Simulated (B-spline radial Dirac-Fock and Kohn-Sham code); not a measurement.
# Binding energies of Gd³⁰⁺ at several levels of theory

System: the Gd³⁰⁺ ion, [Ar] 3d10 4s2 4p4.

The density-functional columns are spherical, spin-unpolarised Dirac-Kohn-Sham results without Breit or QED terms: −ε is minus the orbital energy of the initial state and ΔSCF the difference of two total energies. The reference in the last column comes from ΔSCF Dirac-Fock with Breit, self-energy and vacuum polarisation, finite nucleus, configuration average. All numbers are from a radial B-spline solver, in eV; a selection of levels is shown. The Kohn-Sham columns are given as differences from the reference. For the 1s level of heavy atoms much of the gap between ΔSCF and the reference is the Breit and QED part, -216.2 eV here; for other levels the error of the functional can be larger.

```csv
level,LDA −ε − DF,LDA ΔSCF − DF,Dirac-Fock
K (1s),-278.2,+203.3,51375.5
L1 (2s),-163.4,-57.5,9508.6
L2 (2p1/2),-124.7,+3.9,9060.8
M1 (3s),-89.0,-44.3,2961.5
M2 (3p1/2),-73.1,-26.4,2769.7
M4 (3d3/2),-49.8,+0.2,2298.8
M5 (3d5/2),-50.6,-1.3,2267.1
N1 (4s),-25.1,-2.1,1310.7
"N2,3 (4p)",-18.7,+3.7,1202.5
```

Values without a named source are computed, but for edge energies of neutral atoms, which are taken from tables.
